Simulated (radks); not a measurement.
Q: The mean radii <r> (bohr) of the occupied orbitals of an atom or ion are listed with their occupations. Method: scalar-relativistic Kohn-Sham, LDA (Slater exchange, VWN5 correlation), spin-polarised, spherical densities, finite nucleus; Fermi nuclear charge, rms radius of each element as measured or else 0.836 A^(1/3) + 0.57 fm; computed with a radial shooting solver on a logarithmic mesh with Libxc functionals.

orbital  occ.      <r>
1s          2  0.01627
2s          2  0.06614

Name the element and its charge. Open shells, if any, are filled with parallel spins first.

A: Z = 81, thallium, charge +77: Tl77+ in [He] 2s2. The 1s radius gives Z: for a bare nucleus <r> = (2 gamma + 1)/(2Z) with gamma = sqrt(1 - (Z/c)^2), 0.01613 bohr for Z = 81, and screening makes it slightly larger (0.01627 here). The occupations add up to 4, and the charge is Z minus that.
